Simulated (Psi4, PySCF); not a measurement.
Here is a job for Psi4.
```
memory 2 GB

molecule mol {
0 1
Sb   -0.000000    0.000000   -0.000000
Cl    1.969498   -0.363960   -1.232708
Cl    1.008436   -1.019389    1.912155
Cl   -1.008436    1.019389   -1.912155
Cl   -1.692244   -1.633030    0.021874
Cl   -0.277254    1.996990    1.210834
}

set {
  basis def2-svp
  reference rks
  scf_type pk
  puream true
  d_convergence 1e-8
  dft_radial_points 99
  dft_spherical_points 590
}

energy('pbe')
print_variables()
```

Task: Convert this to an input for PySCF.

Result: One answer among several that fit: 
```python
from pyscf import gto, scf, dft

mol = gto.M(
    atom='''
Sb   -0.000000    0.000000   -0.000000
Cl    1.969498   -0.363960   -1.232708
Cl    1.008436   -1.019389    1.912155
Cl   -1.008436    1.019389   -1.912155
Cl   -1.692244   -1.633030    0.021874
Cl   -0.277254    1.996990    1.210834
''',
    basis='def2-svp',
    ecp={'Sb': 'def2-svp'},
    charge=0,
    spin=0,
    verbose=4,
)

mf = dft.RKS(mol)
mf.xc = 'pbe'
mf.grids.atom_grid = (99, 590)
mf.grids.prune = None
mf.kernel()
```

Both were run: Psi4 gave -2539.687407 Eh and PySCF -2539.687401 Eh, 0.005 mEh apart.
